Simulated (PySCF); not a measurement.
Species: `CC[C@@H](OC)[Si@@H](N)O[SiH3]`. The columns A, B, C and D hold Mulliken, IAO, Hirshfeld and ESP-fitted charges (e) of one PBE0/pcSseg-1 density (PySCF), in a shuffled order. Coordinates in Å (GFN2-xTB); the density's dipole moment is (-0.32, -0.12, -0.48) D.

```csv
atom,x,y,z,A,B,C,D
C1,-0.784,1.816,-0.849,-0.414,-0.294,-0.433,-0.117
C2,-1.374,0.414,-0.812,-0.257,-0.220,+0.104,-0.079
C3,-0.841,-0.400,0.368,-0.206,-0.253,+0.043,-0.047
O4,-1.380,-1.723,0.391,-0.403,-0.540,-0.335,-0.143
C5,-2.696,-1.828,0.868,-0.198,-0.014,-0.190,-0.041
Si6,1.032,-0.765,0.383,+1.248,+1.148,+0.617,+0.435
N7,1.456,-1.248,-1.214,-0.858,-0.652,-0.972,-0.315
O8,1.915,0.548,0.747,-0.889,-0.743,-0.423,-0.300
Si9,3.193,1.530,0.636,+0.887,+0.721,+0.572,+0.392
H10,-1.201,2.382,-1.680,+0.142,+0.114,+0.109,+0.042
H11,0.295,1.767,-0.966,+0.142,+0.127,+0.128,+0.034
H12,-1.004,2.348,0.075,+0.134,+0.105,+0.102,+0.037
H13,-2.465,0.485,-0.744,+0.124,+0.113,+0.025,+0.032
H14,-1.130,-0.115,-1.735,+0.136,+0.114,+0.024,+0.032
H15,-1.130,0.109,1.300,+0.114,+0.112,+0.054,+0.028
H16,-2.804,-1.329,1.840,+0.119,+0.085,+0.094,+0.036
H17,-3.425,-1.401,0.170,+0.121,+0.092,+0.087,+0.035
H18,-2.901,-2.892,0.985,+0.155,+0.118,+0.129,+0.048
H19,1.312,-1.704,1.472,-0.180,-0.141,-0.138,-0.099
H20,0.898,-1.968,-1.644,+0.269,+0.194,+0.370,+0.118
H21,2.430,-1.388,-1.429,+0.260,+0.188,+0.389,+0.116
H22,3.119,2.350,1.842,-0.142,-0.123,-0.126,-0.080
H23,3.065,2.318,-0.590,-0.150,-0.122,-0.120,-0.081
H24,4.408,0.713,0.594,-0.155,-0.130,-0.110,-0.084
```

Question: Which column most likely holds the ESP-fitted charges?

Answer: C. Σ q r misses the density's dipole by 0.01 D (C), 0.48 D (D), 1.29 D (A), 1.65 D (B). Charges fitted to the outside potential are the only set here that is tied to the molecule's multipoles.

Question: And the Hirshfeld charges?

Answer: D. The mean sizes are 0.115 e (D), 0.237 e (C), 0.269 e (B), 0.321 e (A), and Hirshfeld charges are commonly the smallest of these schemes.

As computed, A = IAO, B = Mulliken, C = ESP-fitted, D = Hirshfeld. Hydrogens on carbon: IAO +0.11 to +0.16, Mulliken +0.08 to +0.13, ESP-fitted +0.02 to +0.13, Hirshfeld +0.03 to +0.05 e.

The ESP scheme fits charges at the nuclei, held to the total charge, to the electrostatic potential on points at 1.4 to 2.0 times the van der Waals radii. The Hirshfeld scheme divides the density at each point in proportion to the densities of the neutral, spherically averaged free atoms.

One conformer (not necessarily the lowest) at the GFN2-xTB geometry, without solvent, vibrations or thermal averaging.
